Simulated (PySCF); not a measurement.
The dipole of `C#C/C(=C\[SiH3])[SiH2]P` from its density and from atomic charges.

Coordinates (GFN2-xTB, Å) and charges (e) from the PBE0/pcSseg-1 density (PySCF):

```csv
atom,x,y,z,Mulliken,IAO,Hirshfeld,ESP-fitted
C1,-0.234,-0.778,2.330,-0.3464,-0.2307,-0.0910,-0.4773
C2,-0.075,-0.235,1.268,+0.3115,-0.0361,-0.0398,+0.1860
C3,0.014,0.423,0.025,-0.4569,-0.2544,-0.0774,-0.3148
C4,1.132,0.362,-0.715,-0.3294,-0.3906,-0.1188,-0.1965
Si5,2.693,-0.560,-0.204,+0.5539,+0.6004,+0.3065,+0.3700
Si6,-1.577,1.318,-0.514,+0.5333,+0.5911,+0.2888,+0.5333
P7,-3.250,-0.147,-0.835,-0.2157,-0.0997,-0.0243,-0.4115
H8,-0.338,-1.262,3.255,+0.0491,+0.2069,+0.0965,+0.3195
H9,1.131,0.886,-1.663,+0.1232,+0.1536,+0.0439,+0.1448
H10,3.287,0.101,0.960,-0.0696,-0.1096,-0.0731,-0.0722
H11,2.367,-1.949,0.126,-0.0727,-0.1084,-0.0740,-0.0810
H12,3.626,-0.519,-1.332,-0.0977,-0.1171,-0.0773,-0.0966
H13,-2.007,2.244,0.539,-0.0401,-0.1026,-0.0712,-0.0853
H14,-1.319,2.018,-1.777,-0.0690,-0.1074,-0.0706,-0.0981
H15,-2.914,-0.947,0.243,+0.0680,+0.0055,-0.0092,+0.1481
H16,-2.547,-0.948,-1.719,+0.0586,-0.0010,-0.0091,+0.1315
```

Question: Compute μ = Σ q r for each scheme (1 e·Å = 4.803 D) and compare with the dipole of the full density.

Answer: The full density gives (0.89, -0.29, 0.20) D, 0.96 D in size; dipole vectors point from the negative to the positive end.

```tsv
scheme	μx	μy	μz	size (D)	share of the full size (%)	angle to the full dipole (°)
Mulliken	1.07	0.92	-1.77	2.26	236	81
IAO	0.08	0.39	-0.29	0.49	51	103
Hirshfeld	-0.26	0.13	-0.02	0.29	31	169
ESP-fitted	0.84	-0.23	0.18	0.89	92	2
```

Question: Which set comes closest?

Answer: Length of the difference vector: ESP-fitted 0.08 D, IAO 1.17 D, Hirshfeld 1.25 D, Mulliken 2.32 D. Closest: ESP-fitted. The schemes that divide the density aren't constrained to reproduce the dipole.

Question: What is left for the Hirshfeld atoms' own dipoles?

Answer: The shares of the density sum to the whole, so what Σ q r misses lies in dipoles about the nuclei. The atomic dipoles sum to (0.89, -0.29, 0.20) − (-0.26, 0.13, -0.02) = (1.15, -0.42, 0.22) D, 1.25 D in size.

Question: With the origin at the mean of the coordinates, (0.000, 0.001, -0.001) Å, which are the largest single terms, by size, of the Mulliken dipole along the direction of the full one?

Answer: Si5 +6.99, Si6 -5.05, P7 +3.27, H12 -1.52, C4 -1.25 D; all 16 atoms together +0.33 D. The single terms depend on the origin, their sum doesn't.

Question: Give the size of the full dipole in other units.

Answer: 0.96 D = 0.378 au = 0.200 e·Å = 3.20 × 10⁻³⁰ C·m.

Geometry: GFN2-xTB, one conformer, isolated molecule.

The values belong to the conformer `[CH:1]#[C:2]/[C:3](=[CH:4]\[SiH3:5])[SiH2:6][PH2:7]`: C2–C3–Si6–P7 -64°, H–P7–Si6–C3 39°, H–P7–Si6–C3 -54°.
